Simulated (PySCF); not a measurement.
```xyz
5

C     -0.6062     0.0028    -0.1236
C      0.6861    -0.0032    -0.2911
S      2.2241    -0.0103    -0.4905
H     -1.1820     0.9005    -0.3157
H     -1.1221    -0.8898     0.2100
```

Charge 0, multiplicity 1.

**Question.** Give the Mulliken and meta-Löwdin atomic charges from TPSSh-D3(BJ)/def2-TZVP // PBE0-D3(BJ)/def2-TZVP in PySCF.

**Answer.** 
```json
[
 {"atom": "C1", "Mulliken (e)": "-0.30", "meta-Löwdin (e)": "-0.37"},
 {"atom": "C2", "Mulliken (e)": "0.07", "meta-Löwdin (e)": "-0.02"},
 {"atom": "S3", "Mulliken (e)": "-0.10", "meta-Löwdin (e)": "0.07"},
 {"atom": "H4", "Mulliken (e)": "0.17", "meta-Löwdin (e)": "0.16"},
 {"atom": "H5", "Mulliken (e)": "0.17", "meta-Löwdin (e)": "0.16"}
]
```
